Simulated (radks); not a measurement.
Effect of the nuclear size on the krypton ion Kr2+, [Ar] 3d10 4s2 4p4. Method: Dirac Kohn-Sham, BLYP, spin-unpolarised, spherical densities, finite nucleus; open shells fill j = l - 1/2 first; Fermi nuclear charge, rms radius 4.1884 fm; computed with a radial shooting solver on a logarithmic mesh with Libxc functionals. The rms radius is varied about that value; shifts are against it.

rms radius (fm)  total energy shift (eV)  density at nucleus (e/bohr^3)  1s1/2 shift (meV)  2s1/2 shift (meV)  3p1/2 shift (meV)  4s1/2 shift (meV)
3.6523                            -0.151                      4.998e+04              -63.8              -6.47              0.101             -0.123
3.8868                           -0.0870                      4.973e+04              -36.9              -3.74              0.058             -0.071
4.1884                                 0                      4.944e+04              0.000              0.000              0.000              0.000
4.49                              0.0930                      4.916e+04               39.4               4.00             -0.062              0.076
5.1224                             0.307                      4.865e+04                130               13.2             -0.206              0.252

Slopes of the eigenvalues against <r^2> in GHz/fm^2, as finite differences over the two radii next to the reference (eigenvalue slopes, not the field-shift constants of lines): 1s1/2 3650, 2s1/2 370, 3p1/2 -5.79, 4s1/2 7.06.
